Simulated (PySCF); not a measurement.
Molecule: sum formula H2SiO2Cl, net charge 0, doublet state. It need not be the lowest isomer of its formula. 
Geometry from a B3LYP-D3(BJ)/def2-TZVP (Ansatz) optimisation:
```
Si
O 1 1.6375
H 2 0.9634 1 117.07
O 1 1.6482 2 106.18 3 17.41
H 4 0.9619 1 118.48 2 174.60
Cl 1 2.0819 2 108.54 3 137.20
```
Charge 0, spin multiplicity 2.

Dispersion corrections to the total energy (kcal/mol) from the dftd3 and dftd4 libraries through PySCF: D3(BJ) without and D4 with the three-body term, each with the damping fitted for the functional named.

```json
[
 {"functional": "TPSSh", "D3(BJ)": "-3.44", "D4": "-3.79"},
 {"functional": "HSE06", "D3(BJ)": "[?]", "D4": "-2.44"},
 {"functional": "PW6B95", "D3(BJ)": "[?]", "D4": "-2.83"},
 {"functional": "B2PLYP", "D3(BJ)": "[?]", "D4": "-2.16"},
 {"functional": "HF", "D3(BJ)": "-25.51", "D4": "-11.05"},
 {"functional": "B2GP-PLYP", "D3(BJ)": "-2.67", "D4": "-1.30"},
 {"functional": "revPBE", "D3(BJ)": "-7.07", "D4": "-9.14"}
]
```

### Question
Complete the blanks.

### Answer

- HSE06, D3(BJ): -2.05
- PW6B95, D3(BJ): -1.69
- B2PLYP, D3(BJ): -2.66
